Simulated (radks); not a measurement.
Ar3+, configuration [He] 2s2 2p5 3s2 3p4 (not the ground configuration).

Calculated with a radial shooting solver on a logarithmic mesh with Libxc functionals: Dirac Kohn-Sham, PBEsol, spin-unpolarised, spherical densities, finite nucleus; open shells are shared between the two j in proportion to 2j + 1; Fermi nuclear charge, rms radius 3.4274 fm.

Energy parts (hartree):
| part | energy |
|---|---|
| total | -516.46236 |
| kinetic | 519.65876 |
| electron-nucleus | -1201.16762 |
| Hartree | 192.57669 |
| exchange-correlation | -27.53018 |

Orbitals (lengths in bohr, moments of r in powers of bohr):
\begin{tabular}{lrrr}
orbital & occ. & eigenvalue (hartree) & <r^4> \\ \hline
1s1/2 & 2 & -117.9011 & 0.0002522 \\
2s1/2 & 2 & -13.59813 & 0.06741 \\
2p1/2 & 1.66667 & -11.30313 & 0.05577 \\
2p3/2 & 3.33333 & -11.21598 & 0.05695 \\
3s1/2 & 2 & -2.56915 & 4.829 \\
3p1/2 & 1.33333 & -1.98732 & 6.674 \\
3p3/2 & 2.66667 & -1.97681 & 6.779 \\
\end{tabular}

The highest occupied level is 3p3/2 at -53.792 eV. The density falls to 0.001 e/bohr^3 at r = 2.93 bohr. Summed over all electrons, <r^2> = 12.83 bohr^2, which gives a Langevin (diamagnetic) susceptibility term of -10.2 x 10^-6 cm^3/mol.
